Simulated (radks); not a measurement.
All-electron atom: Zr10+ in [Ar] 3d10 4s1 4p(1/2: 1, 3/2: 0) (not the ground configuration). Method: Dirac Kohn-Sham, relativistic LDA (MacDonald-Vosko exchange, VWN5 correlation), spin-unpolarised, spherical densities, finite nucleus; Fermi nuclear charge, rms radius 4.2694 fm; computed with a radial shooting solver on a logarithmic mesh with Libxc functionals. Some entries of the table are withheld. Estimate them.

orbital,occ.,eigenvalue (eV),r(max) (bohr),<r^2> (bohr^2)
1s1/2,2,-17909.97,0.02423,0.001865
2s1/2,2,-2641.283,0.1375,0.03126
2p1/2,2,-2437.850,0.1071,0.02366
2p3/2,4,-2352.542,0.1107,0.02504
3s1/2,2,-579.7402,0.4084,0.2395
3p1/2,2,-503.3104,0.3954,(1)
3p3/2,4,-489.4980,0.4045,(2)
3d3/2,4,-353.6498,0.3428,0.2358
3d5/2,6,-351.0803,0.3455,0.2392
4s1/2,1,-207.3845,1.008,1.293
4p1/2,1,-182.9704,1.052,(3)
4p3/2,0,-180.1484,1.070,(4)

Answer. 
(1) 3p1/2 <r^2> (bohr^2): 0.2383
(2) 3p3/2 <r^2> (bohr^2): 0.2488
(3) 4p1/2 <r^2> (bohr^2): 1.429
(4) 4p3/2 <r^2> (bohr^2): 1.472
